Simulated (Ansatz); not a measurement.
Reaction (ligand exchange at a Ta–Cl bond): `[NH]=[Ta]([NH2])([F])[Cl]` + H–F → `[NH]=[Ta]([NH2])([F])[F]` + HCl

Program: Ansatz. Geometries: PBE0-D4/def2-TZVP. ΔE: electronic, gas phase. CBS: MP2 limit from def2 TZ/QZ plus the TZ coupled-cluster correction, frozen cores. This one scheme is used for every species. Functionals use def2-TZVPP. Elements past krypton have def2 core potentials. For Ta outer-core shells are correlated without core-valence functions, which leaves a few kJ/mol of doubt a bond. One conformer a species, not always the lowest.

`[NH]=[Ta]([NH2])([F])[Cl]`:

Cartesian coordinates in Å:
```
N -0.630 -1.124 -1.108
Ta -0.066 0.413 -0.472
N 0.570 -0.048 1.323
F 1.353 1.101 -1.508
Cl -1.804 1.946 -0.352
H -0.953 -1.951 -1.582
H 0.548 -0.963 1.746
H 0.982 0.627 1.954
```

H–F:

Z-matrix (Å, degrees):
```
F
H 1 0.920
```

`[NH]=[Ta]([NH2])([F])[F]`:

Cartesian coordinates in Å:
```
N -1.695 0.038 0.085
Ta -0.034 -0.146 0.636
N 1.028 0.192 -0.982
F 0.390 1.113 1.980
F 0.287 -1.892 1.284
H -2.679 0.116 -0.107
H 0.664 0.416 -1.894
H 2.039 0.162 -1.001
```

HCl:

Cartesian coordinates in Å:
```
Cl -0.458 0.407 0.183
H 0.458 -0.407 -0.183
```

Task: Is it downhill or uphill in electronic energy at CCSD(T)/CBS, and by how much? (Best estimate.)

Result: The calculation gave: Nearly level: ΔE = +1.3 kJ/mol.

Task: What do these levels give: ωB97X-V, PBE0, LC-ωPBE, CCSD(T)/def2-SVP, HF/def2-TZVPP, CCSD/def2-TZVPP? (Best estimate.)

Result: Ansatz gave: ωB97X-V -13.9, PBE0 -5.7, LC-ωPBE -18.4, CCSD(T)/def2-SVP -16.0, HF/def2-TZVPP -11.4, CCSD/def2-TZVPP -5.6 kJ/mol.

Largest T1 diagnostic among the species: 0.018.

In def2-TZVPP, CCSD(T) changes the Hartree–Fock value by +8.9 kJ/mol (the triples alone add +3.1 kJ/mol) and MP2 by +20.1 kJ/mol. From r2SCAN to r2SCAN0 (25 % exact exchange), in def2-TZVPP and without D4, ΔE moves by +5.3 kJ/mol.
